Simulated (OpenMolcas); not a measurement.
# Xe6+: effect of the basis set

* Program: OpenMolcas 26.06
* Method: MS-RASPT2, IPEA 0.25 Eh, imaginary shift 0.1 Eh (closed shells correlated: 4d)
* Active space: 2 electrons in 9 orbitals (RAS2 5s 5p; RAS3 5d, at most 2 electrons)
* State averaging: 2S+1 = 3 even, 3 roots; 2S+1 = 1 even, 7 roots; 2S+1 = 3 odd, 3 roots; 2S+1 = 1 odd, 3 roots
* Spin-orbit coupling: state interaction with AMFI integrals over the reference wave functions, term energies averaged over their components

A. ANO-R2 [7s6p4d2f1g], X2C, finite nucleus; CASPT2 step of the order of 4 core-seconds
B. ANO-RCC-VTZP [7s6p4d2f1g], DKH2, point nucleus; CASPT2 step roughly 5 core-seconds
C. ANO-RCC-VQZP [8s7p5d3f2g], DKH2, point nucleus; CASPT2 step roughly 10 core-seconds
D. ANO-RCC [10s9p8d5f3g], DKH2, point nucleus; CASPT2 step roughly 23 core-seconds

Energies in eV above 5s² ¹S₀, the measured ground level; measured values from Saloman, J. Phys. Chem. Ref. Data 33, 765 (2004).

```tsv
Level	A	B	C	D	Measured
5s² ¹S₀	0.0000	0.0000	0.0000	0.0000	0.0000
5s 5p ³P°₀	12.076	12.120	12.169	12.126	11.9200
5s 5p ³P°₁	12.567	12.613	12.642	12.609	12.4543
5s 5p ³P°₂	14.025	14.064	14.034	14.039	14.0940
5s 5p ¹P°₁	17.551	17.672	17.613	17.603	17.7619
5p² ³P₀	27.888	28.049	28.081	28.005	27.7319
5p² ³P₁	29.068	29.221	29.205	29.166	29.0972
5p² ¹D₂ [59 %]	29.350	29.495	29.478	29.434	29.2727
5p² ³P₂ [59 %]	30.990	31.132	31.058	31.055	31.2258
```

Deviations, from unrounded energies. A percentage is the sum of absolute deviations over the sum of measured energies, with the sign that they share, or ± where signs differ.

| Against measurement | Levels | A | B | C | D |
| --- | --- | --- | --- | --- | --- |
| mean absolute deviation (cm-1) | 8 | 1100 | 1200 | 1500 | 1300 |
| other configurations (%) | 8 | ±0.6 | ±0.7 | ±0.9 | ±0.7 |

A lies closest to measurement on these levels and C furthest from it. The largest miss of A in the table is 5p² ³P₂ [59 %], by -1900 cm-1. The ranking rests on the paired levels alone, and a cruder setting can come out closer through cancelling errors.

Among A to D the level of the table that moves most is 5p² ³P₀, by 1600 cm-1 (lowest in A, highest in C). Moves below CASPT2's spread within the term are not significant.

CASPT2 does not keep the components of a term degenerate, so their means are used; among the terms shown or strongly mixed into the levels shown the widest spread is 66 cm-1 (5p² ¹D, A). Active for correlation alone: 5d; no level in the range computed is led by a configuration that fills it, so any true level of that kind is missing. Some terms mix strongly with configurations of 5d, whose occupation reaches 0.19 (5p² ¹D). Measured partners are found by configuration, term and J. A level has none where our copy of the source lacks it or the pairing is in doubt (some pairs that miss far off the trend of their configuration count as doubtful), and it then counts in no deviation. Levels of configurations outside the active space are missing. Levels that lie high or do not pair safely by name in every column are left out.

A share in square brackets marks a mixed level and gives the weight of the term that names it, the lowest over the columns. ° marks odd parity.
